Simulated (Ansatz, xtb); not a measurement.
# Relative energy of two isomers of C4H5BO2

Structure a is `Bc1ccc(O)o1`, a singlet and structure b is `Bc1cc(O)co1`, a singlet. Both are isolated molecules in the gas phase, relaxed with PBE0-D3(BJ)/def2-SVP; the shapes shown needn't be the lowest conformers.

a (Å):

```
atom    x (Å)    y (Å)    z (Å)
   C  -1.3144  -0.7584  -0.6787
   C  -0.0525  -1.3227  -0.5606
   C   0.5372  -1.3793  -1.8383
   C  -0.4188  -0.8351  -2.6793
   B  -2.3838  -0.4528   0.3322
   O  -0.4483  -0.6197  -3.9839
   O  -1.4980  -0.4688  -2.0312
   H  -2.1632  -0.7278   1.4883
   H  -3.4303   0.0509   0.0037
   H   0.3846  -1.6578   0.3788
   H   1.5163  -1.7591  -2.1211
   H   0.3807  -0.9179  -4.3737
```

b (Å):

```xyz
12

C    -1.2673   -0.6875   -0.6670
C    -0.6444   -0.2432   -1.8267
C     0.0932   -1.3278   -2.3504
C    -0.1221   -2.3760   -1.4777
B    -2.1787    0.0084    0.3202
O     0.8603   -1.3992   -3.4522
O    -0.9235   -2.0006   -0.4852
H    -2.6128   -0.5839    1.2771
H    -2.4593    1.1673    0.1262
H    -0.7278    0.7637   -2.2340
H     0.8571   -0.5461   -3.8965
H     0.2420   -3.4003   -1.4785
```

Question: Estimate which is lower in electronic energy at CCSD(T)/def2-SVP + ΔMP2/def2-TZVPP, and by roughly how much.

Answer: The CCSD(T)/def2-SVP + ΔMP2/def2-TZVPP calculation puts structure a lower, by 7.1 kcal/mol.

Level by level:

| level | geometry | E(b) − E(a) (kcal/mol) | departure from the last row (kcal/mol) | job, with rough time for the two |
| --- | --- | --- | --- | --- |
| GFN2-xTB | GFN2-xTB | +2.5 | −4.7 | optimisation, 1.6 s |
| HF/STO-3G | GFN2-xTB | +6.6 | −0.6 | single point, 3.6 s |
| r2SCAN-D4/def2-SVP | GFN2-xTB | +7.9 | +0.8 | single point, 16 s |
| PBE0-D3(BJ)/def2-SVP | PBE0-D3(BJ)/def2-SVP | +8.2 | +1.1 | optimisation, 2.1 min |
| HF/def2-SVP | PBE0-D3(BJ)/def2-SVP | +10.6 | +3.5 | part of the CCSD(T) run |
| MP2/def2-SVP | PBE0-D3(BJ)/def2-SVP | +7.1 | 0.0 | part of the CCSD(T) run |
| CCSD(T)/def2-SVP | PBE0-D3(BJ)/def2-SVP | +7.5 | +0.3 | single point |
| CCSD(T)/def2-SVP + ΔMP2/def2-TZVPP | PBE0-D3(BJ)/def2-SVP | +7.1 |  | single point, 3.1 min |

As drawn, both hold the same kinds of bond in the same numbers.

None of the levels shown reverses the order. The largest departure from CCSD(T)/def2-SVP + ΔMP2/def2-TZVPP is that of GFN2-xTB, 4.7 kcal/mol. The last row adds to CCSD(T) the change of the MP2 difference between the two basis sets, here −0.3 kcal/mol.

With thermal terms from frequencies at re-optimised GFN2-xTB minima (ideal gas, soft modes damped towards free rotors, one conformer each, 298.15 K, 1 atm): on the last row, ΔE + ΔZPE = +7.0, ΔH = +7.1, ΔG = +7.0 kcal/mol.

The correlated steps freeze 7 core orbitals. Run with Ansatz 0.2.0, xtb 6.7.1; the last row on 2 threads of Intel(R) Xeon(R) Processor @ 2.50GHz (Skylake/Cascade Lake) on a shared host.
